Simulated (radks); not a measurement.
Tm III, configuration [Kr] 4d10 4f13 5s1.5 5p6 5f0.5 (fractional occupations, a model configuration).

All-electron calculation, scalar-relativistic Kohn-Sham, r2SCAN, spin-unpolarised, spherical densities, finite nucleus; meta-GGA in the generalised Kohn-Sham scheme; Fermi nuclear charge, rms radius 5.2256 fm. Program: a radial shooting solver on a logarithmic mesh with Libxc functionals.

Energy parts (hartree):
total: -13565.4968
kinetic: 14742.4241
electron-nucleus: -33293.0502
Hartree: 5270.1909
exchange-correlation: -285.0617

Orbitals (lengths in bohr, moments of r in powers of bohr; <r^-3> diverges for s and p1/2):
| orbital | occ. | eigenvalue (hartree) | <r^2> | <1/r> | <r^-3> | <r^4> |
|---|---|---|---|---|---|---|
| 1s | 2 | -2182.157 | 0.0005487 | 79.07 | - | 8.090e-07 |
| 2s | 2 | -369.6388 | 0.008513 | 18.44 | - | 0.0001249 |
| 2p | 6 | -326.3458 | 0.006947 | 16.97 | 15130 | 0.00009556 |
| 3s | 2 | -83.95192 | 0.05566 | 6.817 | - | 0.004675 |
| 3p | 6 | -70.77637 | 0.05616 | 6.351 | 3292 | 0.004960 |
| 3d | 10 | -54.49556 | 0.04688 | 6.008 | 433.1 | 0.003893 |
| 4s | 2 | -17.29424 | 0.2801 | 2.866 | - | 0.1141 |
| 4p | 6 | -12.94759 | 0.3179 | 2.620 | 737.6 | 0.1514 |
| 4d | 10 | -7.14773 | 0.3802 | 2.314 | 81.86 | 0.2369 |
| 5s | 1.5 | -2.74124 | 1.690 | 1.079 | - | 4.243 |
| 5p | 6 | -1.73182 | 2.340 | 0.9038 | 93.15 | 8.452 |
| 4f | 13 | -0.83368 | 0.8196 | 1.705 | 11.55 | 2.046 |
| 5f | 0.5 | -0.19360 | 50.19 | 0.1722 | 0.05540 | 3651 |

The highest occupied level is 5f at -5.268 eV. Summed over all electrons, <r^2> = 59.57 bohr^2, which gives a Langevin (diamagnetic) susceptibility term of -47.2 x 10^-6 cm^3/mol. The density falls to 0.001 e/bohr^3 at r = 3.28 bohr.
